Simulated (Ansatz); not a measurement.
`[CH3][GeH]([CH3])[Br]`, relaxed with RKS PBE-D4/def2-SVP in the Gaussian-basis code of Ansatz from a rough embedded geometry. The force threshold is 0.03 eV/Å; the program also tests the step.

The species carries charge 0 and has multiplicity 1.

Start:

```xyz
11

C     1.392    0.735   -0.086
Ge   -0.464    0.543    0.226
C    -0.908   -1.306    0.028
Br   -1.670    1.726   -1.362
H     1.681    0.450   -1.130
H     2.031    0.182    0.642
H     1.699    1.828    0.014
H    -0.806    0.975    1.632
H    -0.634   -1.699   -0.971
H    -0.331   -1.951    0.782
H    -1.992   -1.482    0.226
```

```json
{"step": "1", "energy (eV)": "-128714.9001", "largest force (eV/Å)": "1.834", "largest move (Å)": "0.000"}
{"step": "2", "energy (eV)": "-128715.0678", "largest force (eV/Å)": "0.675", "largest move (Å)": "0.106"}
{"step": "3", "energy (eV)": "-128715.0912", "largest force (eV/Å)": "0.164", "largest move (Å)": "0.040"}
{"step": "4", "energy (eV)": "-128715.0927", "largest force (eV/Å)": "0.059", "largest move (Å)": "0.028"}
{"step": "5", "energy (eV)": "-128715.0933", "largest force (eV/Å)": "0.032", "largest move (Å)": "0.021"}
{"step": "6", "energy (eV)": "-128715.0934", "largest force (eV/Å)": "0.005", "largest move (Å)": "0.005"}
```

End:

```xyz
11

C     1.473    0.803   -0.102
Ge   -0.427    0.488    0.260
C    -0.944   -1.390    0.039
Br   -1.646    1.730   -1.320
H     1.724    0.456   -1.123
H     2.093    0.248    0.631
H     1.703    1.882   -0.024
H    -0.848    1.041    1.651
H    -0.686   -1.734   -0.981
H    -0.407   -2.017    0.779
H    -2.034   -1.506    0.191
```

Hardware: 2 threads of an AMD EPYC 7R13 on a shared host. Wall time 16 s, peak host memory 0.22 GiB.
